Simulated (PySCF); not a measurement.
Computed IR spectrum (relative IR intensity) of a molecule C₆H₈. Geometry: PBE-D3(BJ)/def2-SVP. One conformer was computed; it need not be the lowest. Method: PySCF with PBE-D3(BJ)/def2-SVP. Frequencies are harmonic and unscaled.

ν (cm⁻¹): 296 (w), 314 (w), 335 (vw), 513 (w), 798 (m), 822 (vs), 845 (w), 859 (m), 891 (w), 940 (s), 1010 (vw), 1018 (w), 1070 (w), 1075 (vw), 1165 (w), 1191 (vw), 1239 (m), 1384 (w), 1421 (w), 1455 (w), 2021 (s), 3039 (w), 3042 (m), 3060 (m), 3064 (m), 3100 (w), 3122 (vw), 3161 (m) (against the strongest line: vs over 80 %, s over 45 %, m over 15 %, w over 4 %, vw less)

Problem. Which structure fits?
A. C#CC/C=C/C
B. C=C=C/C=C/C
C. C=C=CC1CC1
D. C=C1CCC1=C

Solution. C, C=C=CC1CC1
